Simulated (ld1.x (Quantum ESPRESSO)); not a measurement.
tellurium, TM: configuration errors across variants

```
Element                 : tellurium
Generator               : ld1.x (Quantum ESPRESSO) 7.5
Type                    : norm-conserving Troullier–Martins (Kleinman–Bylander form)
Functional              : PBE
Relativity              : scalar-relativistic
Frozen core             : [Kr]
Valence charge          : 16
Reference configuration : 4d10 5s2 5p4
Partial waves           : 5s (bound): rc 1.95 bohr; 5p (bound): rc 2.20 bohr; 4d (bound): rc 1.00 bohr; 4f channel at -0.2 Ry: rc 1.95 bohr
Local potential         : all-electron potential smoothed inside 2.00 bohr (lloc = -1)
Core correction         : a·sin(br)/r model core inside 0.60 bohr
```

All-electron excitation energies from the reference (eV): (1) 4d10 5s2 5p3 9.729; (2) 4d10 5s2 5p2 27.653; (3) 4d10 5s2 5p1 54.551; (4) 4d9 5s2 5p5 38.256; (5) 4d10 5s2 5p0 91.034; (6) 4d10 5s2 5p3.5 3.897; (7) 4d10 5s1 5p5 9.255.

A true bound ghost makes a file unfit for plane-wave use even where its test errors are small: the radial tests pick states by their node count and pass the ghost by.

Errors AE − PS in meV (a dash: test not solved or not reliable):

```csv
change,(1),(2),(3),(4),(5),(6),(7),bound ghosts
base,+1.1,+9.9,+25,-306,+32,-0.2,-2.2,none
"all radii but the core radius scaled by about 0.81 (s 1.58, p 1.78, d 0.80, f 1.58 bohr); local potential all-electron potential smoothed inside 1.62 bohr (lloc = -1)",+3.3,+17,+25,-150,-45,+0.3,+1.0,s
"all radii but the core radius scaled by about 0.92 (s 1.78, p 2.02, d 0.92, f 1.78 bohr); local potential all-electron potential smoothed inside 1.84 bohr (lloc = -1)",+3.3,+26,+84,+233,+205,+0.2,-0.5,s
"all radii but the core radius scaled by about 1.15 (s 2.24, p 2.54, d 1.16, f 2.24 bohr); local potential all-electron potential smoothed inside 2.30 bohr (lloc = -1)",+0.6,+6.1,+11,-302,-9.2,-0.3,-3.4,none
"all radii but the core radius scaled by about 1.39 (s 2.72, p 3.06, d 1.40, f 2.72 bohr); local potential all-electron potential smoothed inside 2.78 bohr (lloc = -1)",-1.9,-11,-49,-169,-170,-0.7,-15,none
```

Problem. Give the same row for: all radii but the core radius scaled by about 1.25 (s 2.44, p 2.76, d 1.26, f 2.44 bohr); local potential all-electron potential smoothed inside 2.50 bohr (lloc = -1).

Solution. -0.1, +0.6, -11, -245, -70, -0.4, -6.9; bound ghosts: none.
